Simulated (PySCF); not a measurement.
Cl3OW, neutral, multiplicity 2. Atoms are numbered in the order given.

```xyz
5

W     -0.0743    -0.2166     0.0000
O      0.0917    -1.8855     0.0000
Cl    -2.1748     0.6570     0.0000
Cl     1.2275     0.5866    -1.6862
Cl     1.2275     0.5866     1.6862
```
Charge 0, spin multiplicity 2.

Geometry: PBE0-D3(BJ)/def2-SVP. The spin state was assumed, not searched. The isomer is the one that the SMILES or the coordinates give; other isomers of the formula were not compared. The def2 effective core potentials stand for the cores of W; spin–orbit coupling is left out.

All values below come from TDA-PBE/def2-SVPD (PySCF).

Vertical excitations. Isolated molecule, no solvent.

```csv
state,energy (eV),λ (nm),f,main pairs
root 1,0.58,2134,0.001,α HOMO→LUMO 100 %
root 2,2.08,597,0.000,α HOMO→LUMO+1 100 %
root 3,2.25,552,0.001,α HOMO→LUMO+2 99 %
root 4,2.62,473,0.004,α HOMO→LUMO+3 99 %
root 5,3.68,337,0.000,"α HOMO−1→LUMO 83 %, β HOMO→LUMO 16 %"
root 6,3.86,321,0.001,"α HOMO−2→LUMO 48 %, α HOMO−1→LUMO 8 %, β HOMO→LUMO 31 %, β HOMO−1→LUMO 12 %"
root 7,3.94,315,0.003,"α HOMO−2→LUMO 23 %, α HOMO−1→LUMO 8 %, β HOMO→LUMO 51 %, β HOMO−1→LUMO 16 %"
root 8,3.99,311,0.002,"α HOMO−3→LUMO 66 %, β HOMO→LUMO+1 30 %"
root 9,4.13,300,0.012,"α HOMO−3→LUMO 16 %, β HOMO→LUMO+1 52 %, β HOMO−2→LUMO 21 %, β HOMO−1→LUMO+1 8 %"
root 10,4.25,292,0.000,α HOMO→LUMO+4 99 %
```
Unrestricted roots are not spin-pure.
